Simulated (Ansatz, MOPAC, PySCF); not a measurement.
Noncovalent pair: H2S (SMILES S) (first 3 atoms) with HI (SMILES I); geometry from B3LYP-D3(BJ)/def2-TZVP, rigid monomers moved along the line of their centres of mass till S1···H5 is 3.47 Å.
(charge 0, multiplicity 1):
```xyz
5

S     -0.095     0.072     0.102
H      0.056     1.402     0.220
H     -1.390     0.126     0.451
I      1.004    -0.278     5.070
H      0.727    -0.254     3.461
```

Monomers are frozen at their geometry in the pair; levels with a basis set take the counterpoise correction. Rows marked so take none.

Frozen-core correlation. Filled d and f shells under p-block atoms count as core. CBS(a, b) extrapolates the correlation energy as X⁻³ and adds the Hartree–Fock energy of set b. Rows in 3-21G, LANL2DZ, STO-3G carry no dispersion term and start afresh at each structure; the Pople sets are all-electron and without relativity. LANL2DZ brings its own core potentials from Na on. The state reached by AM1, PM3, PM6, PM7 isn't checked; PM7 holds dispersion and hydrogen-bond terms.

The values were computed with Ansatz (an electronic-structure program) with Gaussian orbitals; MOPAC for AM1, PM3, PM6, PM7 (differences of heats of formation); PySCF for 3-21G rows, LANL2DZ rows, STO-3G rows, the dispersion terms. Values without a source in brackets are computed. In def2 rows elements past Kr take small-core potentials, without spin–orbit coupling.

Other levels give for the interaction energy: PBE/def2-TZVPPD -1.22; B3LYP/def2-TZVPPD -0.75; B3LYP-D3(BJ)/def2-TZVPPD -1.38; wB97M-V/def2-TZVPPD -1.22; CCSD(T)/CBS(def2-TZVPPD, def2-QZVPPD) -1.28 kcal/mol.

Common cheap choices:

```tsv
level	interaction energy (kcal/mol)
AM1	-0.46
PM3	-0.71
PM6	-0.86
PM7	-1.17
HF/STO-3G (no counterpoise)	-0.36
HF/3-21G (no counterpoise)	-0.70
B3LYP/3-21G (no counterpoise)	-1.02
B3LYP/LANL2DZ (no counterpoise)	-0.88
```
